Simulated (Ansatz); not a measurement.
Species: GaH2, net charge 0, doublet state. 
Geometry from a B3LYP-D3(BJ)/def2-TZVP (Ansatz, an electronic-structure program) optimisation:
```
Ga
H 1 1.6011
H 1 1.6011 2 119.92
```
Charge 0, spin multiplicity 2.

Basis-set convergence of Hartree-Fock and CCSD(T) correlation energies (hartree) with Ansatz. Correlated levels leave the core frozen unless marked. Open shells are spin-unrestricted. Spin-orbit coupling is left out. Frozen are the shells of the preceding noble gas and the d and f shells that filled before the atom's block. No relativistic terms.

```tsv
basis	functions	E(HF)	E(corr, CCSD(T))
cc-pVDZ	37	-1924.32638	-0.07543
cc-pVTZ	71	-1924.39877	-0.08662
cc-pVQZ	128	-1924.40227	-0.09012
cc-pV5Z	214	-1924.40267	-0.09106
```

Extrapolating the two largest sets (X = 4 and 5) as X^-3: E(corr) = (125·(-0.09106) - 64·(-0.09012))/61 = -0.0920 Eh, an estimate of the basis-set limit. The largest set recovers 98.9 % of it, the smallest 81.9 %.
